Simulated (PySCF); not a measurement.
# Bond lengths and vibrations by method: AlCH3NO

Calculated results; nothing here was measured. The program is PySCF 2.14.0, an open-source quantum chemistry code, run on an isolated molecule that a program drew, which may never have been made. The molecule is AlCH3NO (charge 0, doublet), drawn as the SMILES string `N[CH][Al]=[O]`.

The geometry was optimised and harmonic frequencies were computed with HF and MP2, all in the cc-pV(D+d)Z basis, for the commonest isotopes, with a restricted reference for singlets and an unrestricted one otherwise, and a frozen core in MP2. Each result is a local minimum of its method.

Geometry at the HF minimum:
```xyz
7
AlCH3NO, angstrom
N    -2.0316   -0.2603   -1.4683
C    -1.4146    0.6923   -0.6785
Al    0.2538    0.5515    0.2166
O     1.6516    0.4670    0.9381
H    -2.7726    0.0578   -2.0617
H    -1.4526   -0.9377   -1.9219
H    -2.0507    1.5483   -0.4681
```

Lengths of the bonds as drawn, in Å (atoms numbered as above):
| bond | HF | MP2 |
|---|---|---|
| N1-C2 | 1.383 | 1.383 |
| C2-Al3 | 1.899 | 1.908 |
| Al3-O4 | 1.575 | 1.632 |
| N1-H5 | 1.001 | 1.016 |
| N1-H6 | 1.000 | 1.015 |
| C2-H7 | 1.087 | 1.098 |

Rotational constants, in GHz:
```
constant,HF,MP2
A,48.33,46.98
B,2.599,2.536
C,2.47,2.41
```

Harmonic frequencies in cm^-1, each column in rising order, so a row needn't be the same motion in every method:
| rank | HF | MP2 |
|---|---|---|
| 1 | 139 | 121 |
| 2 | 200 | 170 |
| 3 | 281 | 269 |
| 4 | 353 | 323 |
| 5 | 560 | 494 |
| 6 | 634 | 597 |
| 7 | 640 | 653 |
| 8 | 1163 | 1054 |
| 9 | 1200 | 1081 |
| 10 | 1352 | 1318 |
| 11 | 1505 | 1425 |
| 12 | 1791 | 1657 |
| 13 | 3289 | 3204 |
| 14 | 3775 | ? |
| 15 | 3884 | 3721 |

**Estimate the missing MP2 frequency from the HF column.**

A single factor s that minimises the squared misfit of MP2 against s times HF over the other rows is sum(HF x MP2) / sum(HF^2) = 0.9555, with an rms misfit of 37 cm^-1. For rank 14 it gives 0.9555 x 3775 = 3607 cm^-1. The calculation gives 3593 cm^-1, 14 cm^-1 below the estimate. The drawn bonds are on average 1.4 % longer in MP2 than in HF.
